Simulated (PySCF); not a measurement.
C6H11Ga (SMILES C=C[CH2][GaH][CH2]C=C), singlet, geometry from GFN2-xTB (such geometries of metal compounds can be far from the true shape), atoms displaced at random by about 0.03 Å a coordinate; PBE/STO-3G, gradient in PySCF.

PySCF was given this input:
```python
from pyscf import gto, scf, dft

mol = gto.Mole()
mol.atom = '''
    Ga    0.60368237    0.34841401    1.07666368
    C    -0.17986333   -1.59054894    1.06883772
    C    -0.92660992   -1.79841480   -0.20230199
    C    -0.44774432   -2.45038964   -1.22546537
    H    -0.89916187   -1.67415951    1.93352785
    H     0.58116533   -2.29367547    1.12435809
    H    -1.98978342   -1.42069163   -0.24175444
    H     0.51074945   -2.88383133   -1.26133457
    H    -1.00355611   -2.60118528   -2.16468465
    C     0.57492590    1.76148608   -0.44338298
    C    -0.08013190    1.18831178   -1.62445470
    C    -1.29390328    1.36368353   -2.01823695
    H     1.61657932    2.11348362   -0.53862173
    H    -0.00739607    2.62799831   -0.09994213
    H     0.61543488    0.53927667   -2.27870263
    H    -1.97551562    2.00919825   -1.53747121
    H    -1.65605850    0.90685549   -2.96098628
    H     1.25717299    0.82125111    2.45521526
'''
mol.basis = 'sto-3g'
mol.verbose = 3
mol.build()

mf = dft.RKS(mol)
mf.xc = 'pbe'
mf.kernel()
g = mf.nuc_grad_method()
grad = g.kernel()
```

### Question
Write the output that PySCF gives for this input, abridged.

### Answer

```
SCF not converged.
SCF energy = -2132.90886913912
--------------- RKS gradients ---------------
         x                y                z
0 Ga    -0.0280272376    -0.0069842849    -0.0353651968
1 C     0.0334127503    -0.1044290112    -0.0175220117
2 C     0.0526656692    -0.0195868402    -0.0244721873
3 C     0.0196727421     0.0143517304     0.0540574493
4 H    -0.0148861710     0.0059204513     0.0098200178
5 H    -0.0437837259     0.0436364002    -0.0109697454
6 H    -0.0211630993     0.0019487678    -0.0007040565
7 H    -0.0424427399     0.0154868694    -0.0042855801
8 H     0.0044109382    -0.0020331775    -0.0024801776
9 C     0.0006945125     0.0247002774    -0.0885495745
10 C    -0.1002014688     0.0399319491     0.0344233029
11 C     0.0528804286     0.0098315817     0.0540529994
12 H     0.0005181380     0.0023136081     0.0149507971
13 H     0.0021992293    -0.0064712952    -0.0004644713
14 H     0.0219598941    -0.0152291535    -0.0206870972
15 H     0.0270516193    -0.0226242660    -0.0213510446
16 H    -0.0002170712    -0.0012811435    -0.0071041570
17 H     0.0351692865     0.0205851781     0.0665907940
----------------------------------------------
```

Convergence was not reached.
